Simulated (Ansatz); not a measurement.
Compare A (`C[SiH]1[O][Al]1[TeH]`) with its isomer B (`O[C]1([SiH3])[AlH][Te]1`).

Program: Ansatz. Geometries: PBE0-D4/def2-TZVP. ΔE: electronic, gas phase. CCSD(T)/CBS is the MP2 limit (def2-TZVPP, def2-QZVPP) plus CCSD(T) − MP2 in def2-TZVPP, frozen cores. Functionals use def2-TZVPP. B3LYP here is the variant with VWN-RPA as its local correlation; programs differ in this. def2 core potentials past Kr. For Te outer-core shells are correlated without core-valence functions, which leaves a few kJ/mol of doubt a bond. Each species was taken in one conformer, which may not be the lowest.

(1) Which isomer does CCSD(T)/CBS put lower? Give the gap. (Estimate.)

(2) Give E(B) − E(A) in kcal/mol with CCSD(T)/def2-TZVPP, B2PLYP, CCSD/def2-TZVPP, B3LYP, ωB97M-V, MP2/def2-TZVPP, r2SCAN-D4. (Estimate.)

Largest T1 diagnostic: 0.015.

Answers

(1) Ansatz gave: A, by 67.4 kcal/mol.

(2) Computed: CCSD(T)/def2-TZVPP 68.3, B2PLYP 68.6, CCSD/def2-TZVPP 70.7, B3LYP 69.0, ωB97M-V 69.4, MP2/def2-TZVPP 67.9, r2SCAN-D4 68.2. None reverses the order clearly.

From PBE to PBE0 (25 % exact exchange), in def2-TZVPP and without D4, E(B) − E(A) moves by +2.7 kcal/mol. In def2-TZVPP, CCSD(T) changes the Hartree–Fock value by −4.6 kcal/mol (the triples alone add −2.4 kcal/mol) and MP2 by −5.0 kcal/mol.
